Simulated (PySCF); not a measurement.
C6H6F2N (doublet state).
Z-matrix (Å and degrees, GFN2-xTB geometry), rows numbered from 1:
```
F 
C   1  1.3554
F   2  1.3538  1  106.60
C   2  1.4766  1  110.19  3   120.54
N   4  1.2564  2  143.32  1    89.05
C   4  1.4547  2  149.43  1   -85.77
C   6  1.4949  4  121.32  5  -102.99
C   7  1.4663  6  120.36  4  -122.87
C   8  1.4570  7   62.89  6  -105.86
H   2  1.1034  1  108.20  3  -116.34
H   6  1.0845  4  118.73  5   101.24
H   7  1.0890  6  112.45  4    24.98
H   8  1.0680  7  131.70  9  -123.79
H   9  1.0848  7  120.39  8   109.01
H   9  1.0825  7  115.95  8  -109.38
```

The hyperfine couplings belong to this conformer and change with its torsions.

As a line formula: `FC(F)C1=N[C@@H]1[C@@H]1[CH]C1` [radical].

Theory: UKS B3LYP, pcH-1 on C F H N, non-relativistic, mean-field spin-orbit, GIAO in PySCF 2.14.0. The structure is a single GFN2-xTB conformer in the gas phase; no vibrational or solvent corrections. Couplings are sensitive to structure, and on GFN2-xTB geometries they can be far from those on DFT ones. The SCF solution wasn't tested for stability.

Question: Where do the isotropic ENDOR lines of F3, H15, H14, H12, H13 and H11 fall at 347.9 mT, to first order?

Answer: ν± = |νn ± a/2|, one line for each electron-spin manifold; νn = |g_N| × 7.62259 MHz/T × B.

```csv
nuclei,isotope,g_N,νn (MHz),a_iso (MHz),lower line (MHz),upper line (MHz)
F3,19F,5.2577,13.94,0.92,13.48,14.40
H15,1H,5.5857,14.81,94.33,32.35,61.98
H14,1H,5.5857,14.81,60.41,15.39,45.02
H12,1H,5.5857,14.81,48.67,9.52,39.15
H13,1H,5.5857,14.81,-14.03,7.80,21.83
H11,1H,5.5857,14.81,-1.69,13.97,15.66
```

Question: Which pairs are centred on the nuclear Larmor frequency, and which on half the coupling?

Answer: Centred on νn, since |a| < 2νn: F3, H13 and H11. Centred on |a|/2 and split by 2νn: H15, H14 and H12.

Question: At what field would the lower line of H14 fall to zero frequency?

Answer: Where νn = |a|/2, that is B = 30.20 MHz/(5.5857 × 7.62259 MHz/T) = 709 mT, as far as first order holds there.
